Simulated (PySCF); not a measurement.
Simulated Si 2p region for Si8H8 cubane (Si8H8), binding energy against the vacuum level.

Every computed line was given a Gaussian of 0.7 eV full width at half maximum and an area set by the number of equivalent atoms (split 2:1 within a doublet); the highest printed point is 100. Theory: PySCF, delta-SCF UKS SCAN, pcX-2 on the ionised atom, pcseg-1 elsewhere, spin-free X2C.

(binding energy (eV), intensity): (104.5, 0), (104.6, 1), (104.7, 3), (104.8, 7), (104.9, 15), (105.0, 27), (105.1, 43), (105.2, 62), (105.3, 81), (105.4, 94), (105.5, 100), (105.6, 98), (105.7, 90), (105.8, 80), (105.9, 71), (106.0, 64), (106.1, 57), (106.2, 49), (106.3, 39), (106.4, 29), (106.5, 19), (106.6, 11), (106.7, 6), (106.8, 3), (106.9, 1), (107.0, 0), (107.1, 0)

**Question.** Count the maxima, the lines and the sites behind this envelope.

**Answer.** The curve has 1 maximum (at 105.5 eV). Under it lie 2 lines from 1 inequivalent silicon site, drawn as a 2p3/2, 2p1/2 pair. At this width some lines have no maximum of their own.

**Question.** Decompose the envelope and assign each component. Bonds: Si1–Si3, Si1–Si7, Si1–Si11, Si3–Si5, Si3–Si13, Si5–Si7, Si5–Si15, Si7–Si9, Si9–Si11, Si9–Si15, Si11–Si13, Si13–Si15. Hydrogens: H2 on Si1; H4 on Si3; H6 on Si5; H8 on Si7; H10 on Si9; H12 on Si11; H14 on Si13; H16 on Si15.

**Answer.** 
```csv
position (eV),relative area,line,atoms,environment
105.47,5.33,Si 2p3/2,Si1 (×8),silicon bonded to 3 Si and H
106.10,2.67,Si 2p1/2,Si1 (×8),silicon bonded to 3 Si and H
```

**Question.** What are the centre and the root-mean-square width of the whole band?

**Answer.** The area-weighted mean of the lines is 105.68 eV. Their own spread about it is 0.29 eV (rms) and each Gaussian has σ = 0.7/2.355 = 0.30 eV; the variances add, which gives 0.42 eV.

Shake-up satellites, vibrational structure and lifetime widths aren't simulated. The first atom of each set that the bonding makes equivalent was ionised and stands for the set. For 2p shells one spin-free hole was relaxed; a mean-field spin–orbit operator and the ground-state splitting of the three 2p orbitals were then diagonalised within the shell. The shell's mean is (2 × 2p3/2 + 2p1/2)/3, and the degeneracies 2j + 1 give areas of 2:1. 2p1/2 minus 2p3/2 (ligand field included): Si 0.62 eV. The structure is a single PBE0-D3(BJ)/def2-SVP conformer in the gas phase; no vibrational or solvent corrections.

The run took 29 s on one thread of an Arm Neoverse V2 (shared host), and the process peaked at 0.68 GiB of memory.
